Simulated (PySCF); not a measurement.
Several molecules and their computed UV-vis stick spectra, shuffled. Theory: TDDFT PBE0/def2-SVPD, vertical, gas phase, core orbitals frozen in the response in PySCF. Geometries: PBE0-D3(BJ)/def2-SVP; one conformer of each isolated species. Triplets are in the Tamm–Dancoff approximation. Relativistic effects are left out although some hold elements past zinc.

A. `Clc1ccncc1`
B. `C[Si](C)(C)c1ccncc1`
C. `[CH3][Zn][Se]C`
D. `CC(C)(C)[P@@H](=O)c1ccccc1`

Lowest singlet levels (six at most, fewer where fewer were computed) with oscillator strengths:

1. 5.30 eV (f 0.003); 5.40 eV (f 0.010); 5.60 eV (f 0.040); 5.84 eV (f 0.000); 6.02 eV (f 0.054); 6.13 eV (f 0.018); T1 4.00 eV
2. 4.59 eV (f 0.006); 5.04 eV (f 0.000); 5.44 eV (f 0.035); 6.17 eV (f 0.036); 6.64 eV (f 0.004); 6.72 eV (f 0.231); T1 3.93 eV
3. 4.88 eV (f 0.004); 5.12 eV (f 0.000); 5.50 eV (f 0.014); 6.07 eV (f 0.061); 6.72 eV (f 0.000); 6.74 eV (f 0.260); T1 4.14 eV
4. 4.23 eV (f 0.000); 4.75 eV (f 0.035); 5.19 eV (f 0.010); 5.40 eV (f 0.015); 5.96 eV (f 0.000); 6.04 eV (f 0.001); T1 3.97 eV

Problem. Match each spectrum to its molecule.

Solution. 1 = D, 2 = B, 3 = A, 4 = C.
- A: S1 at 4.88 eV, HOMO→LUMO (99%); Löwdin shares by element: HOMO nitrogen 61%, carbon 26% or more; LUMO carbon 46% or more, nitrogen 22% (atoms not listed hold the other 33%); HOMO -7.78 and LUMO -1.23 eV; point group C2v, 2 of its 6 listed states under f = 0.0005.
- B: S1 at 4.59 eV, HOMO→LUMO (99%); Löwdin shares by element: HOMO nitrogen 52%, carbon 27% or more (atoms not listed hold the other 22%); LUMO carbon 47% or more, nitrogen 21% (atoms not listed hold the other 32%); HOMO -7.21 and LUMO -1.00 eV.
- C: S1 at 4.23 eV, HOMO→LUMO (99%); for S1 the Löwdin share of zinc is 6% in HOMO and 42% in LUMO; HOMO -6.29 and LUMO -0.72 eV.
- D: S1 at 5.30 eV, HOMO→LUMO (37%), HOMO-2→LUMO (21%), HOMO-1→LUMO+1 (17%); Löwdin shares by element: HOMO oxygen 46%, phosphorus 14%, carbon 13% or more (atoms not listed hold the other 27%); LUMO carbon 64% or more (atoms not listed hold the other 36%); HOMO -7.45 and LUMO -1.05 eV.
